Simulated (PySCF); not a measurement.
C₄H₁₂Ge (SMILES [CH3][Ge]([CH3])([CH3])[CH3]), singlet, geometry from GFN2-xTB. Base run: DF-HF/6-311G** run with PySCF.

The PySCF input:
```python
from pyscf import gto, scf

mol = gto.Mole()
mol.atom = '''
    C    -0.239471   -1.065952   -1.659899
    Ge    0.000000    0.000000   -0.000000
    C    -0.067197    1.936485   -0.440882
    C    -1.452323   -0.437865    1.283704
    C     1.758991   -0.432668    0.817077
    H    -1.195748   -0.846218   -2.125425
    H    -0.206362   -2.129771   -1.443892
    H     0.544068   -0.843403   -2.378233
    H     0.061617    2.540654    0.452343
    H    -1.021103    2.197555   -0.889625
    H     0.718713    2.200370   -1.142433
    H    -2.425299   -0.209483    0.858704
    H    -1.435912   -1.493036    1.540238
    H    -1.342578    0.133616    2.200673
    H     1.819614   -1.487768    1.067186
    H     2.570043   -0.201400    0.132844
    H     1.912947    0.138884    1.727621
'''
mol.basis = '6-311g**'
mol.charge = 0
mol.spin = 0
mol.verbose = 4
mol.build()

mf = scf.RHF(mol)
mf = mf.density_fit(auxbasis='def2-universal-jkfit')
mf.kernel()
```

The base run was repeated with changes; each row names its change, and settings that it needs were set with it.

```csv
change,basis functions,E (Eh),HOMO (eV),HOMO-LUMO gap (eV)
base,188,-2233.84506,-11.00,14.62
basis = STO-3G,50,-2208.44348,-9.61,22.27
basis = LANL2DZ,68,-162.07592,-11.02,16.87
basis = pcseg-0,82,-2230.77872,-11.24,15.90
basis = 6-31G,87,-2233.45313,-10.93,16.06
basis = 6-31G*,112,-2233.54848,-10.92,16.12
basis = def2-SV(P),112,-2233.43519,-11.10,15.26
basis = pc-1,143,-2233.68930,-11.07,14.91
basis = cc-pVDZ,143,-2233.82068,-10.95,15.27
basis = def2-SVP,148,-2233.47198,-11.05,15.21
basis = 6-31G**,148,-2233.57086,-10.90,16.10
basis = aug-cc-pVDZ,236,-2233.83042,-10.97,11.82
basis = def2-TZVP,244,-2233.90953,-11.00,14.23
```

Totals compare only among sets that treat the same electrons; sets with core potentials leave the core out.
